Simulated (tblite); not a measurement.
Species: C6H8N (doublet state).
Structure used (GFN2-xTB), in Å, numbered top down from 1:
```
atom  x, y, z in Å
N1     3.5860   -0.3255    0.4361
C2     2.7508    0.1879   -0.4186
C3     1.4463    0.4081   -0.1073
C4     0.1973    0.5978    0.1533
C5    -0.8863   -0.3864   -0.0823
C6    -2.2393    0.1099   -0.5161
C7    -2.0530   -0.4263    0.8664
H8     4.5281   -0.4314    0.0683
H9     3.0399    0.4862   -1.4394
H10   -0.1347    1.5409    0.5806
H11   -0.5423   -1.3272   -0.4912
H12   -2.3736    1.1742   -0.6387
H13   -2.7890   -0.4807   -1.2327
H14   -2.0619    0.2708    1.6906
H15   -2.4727   -1.3904    1.1092
```

The geometry is computed with GFN2-xTB (gas phase). This method treats the open shell by occupation alone, without spin polarisation.

Take the most abundant isotopes and a rigid rotor. The values belong to one conformer with, in the numbering `[H]/[N:1]=[CH:2]/[C:3]=[CH:4][CH:5]1[CH2:6][CH2:7]1`, C3–C4–C5–C6 -144°.

What are A, B and C (GHz)?

Ia = 46.13, Ib = 471.10, Ic = 486.92 u·Å²; 505379 MHz·u·Å²/I gives 10955, 1073 and 1038 MHz, that is A = 10.955, B = 1.0728, C = 1.0379 GHz.

Classify the top.

A near-prolate asymmetric top: κ = (2 × 1073 − 10955 − 1038)/(10955 − 1038) = -0.99.

Is it planar, by Δ = Ic − Ia − Ib?

Not planar: Δ = Ic − Ia − Ib = -30.32 u·Å². For a rigid frame Δ = −2 Σ m c², so Σ m c² = 15.16 u·Å² lies off the ab plane: 8.07 from hydrogen and 7.08 from heavier atoms. The atom farthest from that plane is 1.57 Å away.

List the rotational levels J(Ka,Kc) to J = 5 (cm⁻¹).

Above 0(0,0):
J = 1: 1(0,1) 0.0704, 1(1,1) 0.4001, 1(1,0) 0.4012
J = 2: 2(0,2) 0.2112, 2(1,2) 0.5397, 2(1,1) 0.5432, 2(2,1) 1.5321, 2(2,0) 1.5321
J = 3: 3(0,3) 0.4224, 3(1,3) 0.7492, 3(1,2) 0.7561, 3(2,2) 1.7433, 3(2,1) 1.7434, 3(3,1) 3.3945, 3(3,0) 3.3945
J = 4: 4(0,4) 0.7040, 4(1,4) 1.0285, 4(1,3) 1.0401, 4(2,3) 2.0250, 4(2,2) 2.0250, 4(3,2) 3.6761, 4(3,1) 3.6761, 4(4,1) 5.9877, 4(4,0) 5.9877
J = 5: 5(0,5) 1.0560, 5(1,5) 1.3776, 5(1,4) 1.3950, 5(2,4) 2.3770, 5(2,3) 2.3771, 5(3,3) 4.0281, 5(3,2) 4.0281, 5(4,2) 6.3397, 5(4,1) 6.3397, 5(5,1) 9.3118, 5(5,0) 9.3118
The levels of one J sum to (2J + 1)J(J + 1)(A + B + C)/3.

For this open shell read J as N, the rotation without spin; fine and hyperfine splittings come on top. Its GFN2-xTB frequencies are all real (lowest 54 cm⁻¹). Constants of a rigid frame at the computed geometry: no zero-point averaging, no centrifugal distortion.

Hardware: Arm Neoverse V2, one thread, shared host with 96 logical CPUs at a one-minute load of 48. Cost: 0.49 s. This is the geometry optimisation.
